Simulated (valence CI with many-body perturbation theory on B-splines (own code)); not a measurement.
## Ladder of approximations for Xe XLI

Computed by relativistic CI+MBPT: four valence electrons over a frozen Dirac-Fock core [Ne], a basis of 11 s, 11 p, 9 d, 7 f, 5 g, 2 h, 1 i functions for each j, with the one-electron correlation potential Σ1 (screened to all orders), the two-electron term Σ2, the three-electron term Σ3, Breit, model QED; selected single and double excitations, second order for the rest (own B-spline code, finite nucleus).

No measured spectrum was set against this ion. As an estimate, large intervals hold to a few tenths of a per cent, small ones and those within an open d or f shell to about a per cent.

Each rung adds one term. CI alone is the Dirac-Coulomb CI over the frozen core; QED comes last and gives the full result, which names the levels. Energies are above (3s^2 3p1/2^2) J=0 on the same rung, in eV.

Levels are named by their leading jj configuration (3d3/2^4 stands for four electrons in 3d with j = 3/2), which in mixed levels can hold well under half, so a name can repeat and another be missing. Letters in brackets count levels of one name in rising energy.

```csv
Level,CI alone
(3s^2 3p1/2 3p3/2) J=1,74.69
(3s^2 3p1/2 3p3/2) J=2,81.30
(3s^2 3p3/2^2) J=2,160.54
(3s^2 3p3/2^2) J=0,174.42
(3s 3p1/2^2 3p3/2) J=2,177.16
(3s 3p1/2^2 3p3/2) J=1,197.17
(3s^2 3p1/2 3d3/2) J=2,222.85
(3s 3p1/2 3p3/2^2) J=2 [a],239.96
(3s^2 3p1/2 3d5/2) J=3,248.11
(3s^2 3p1/2 3d3/2) J=1,250.01
(3s^2 3p1/2 3d5/2) J=2,264.07
(3s 3p1/2 3p3/2^2) J=3,266.78
(3s 3p1/2 3p3/2^2) J=0,270.26
(3s 3p1/2 3p3/2^2) J=1 [a],278.57
(3s 3p1/2 3p3/2^2) J=2 [b],282.75
(3s 3p1/2 3p3/2^2) J=1 [b],289.38
```

Question: What do these energies become with core correlation, Breit and QED?

Answer: (3s^2 3p1/2 3p3/2) J=1 73.83 (-0.858); (3s^2 3p1/2 3p3/2) J=2 80.23 (-1.075); (3s^2 3p3/2^2) J=2 158.68 (-1.865); (3s^2 3p3/2^2) J=0 172.64 (-1.781); (3s 3p1/2^2 3p3/2) J=2 175.77 (-1.391); (3s 3p1/2^2 3p3/2) J=1 195.61 (-1.562); (3s^2 3p1/2 3d3/2) J=2 220.75 (-2.099); (3s 3p1/2 3p3/2^2) J=2 [a] 237.78 (-2.175); (3s^2 3p1/2 3d5/2) J=3 245.45 (-2.658); (3s^2 3p1/2 3d3/2) J=1 247.43 (-2.577); (3s^2 3p1/2 3d5/2) J=2 261.32 (-2.745); (3s 3p1/2 3p3/2^2) J=3 263.99 (-2.791); (3s 3p1/2 3p3/2^2) J=0 268.12 (-2.137); (3s 3p1/2 3p3/2^2) J=1 [a] 276.09 (-2.479); (3s 3p1/2 3p3/2^2) J=2 [b] 279.95 (-2.803); (3s 3p1/2 3p3/2^2) J=1 [b] 286.53 (-2.847).

Question: How does the ionisation energy move along the ladder, and which term matters most?

Answer: CI alone 2979.7, + Σ1 2980.7, + Σ2 2980.7, + Σ3 2980.5, + Breit 2977.4, + QED 2977.5 eV. The largest step is Breit, -3.1 eV. NIST lists 2975 ± 4 eV (theoretical).
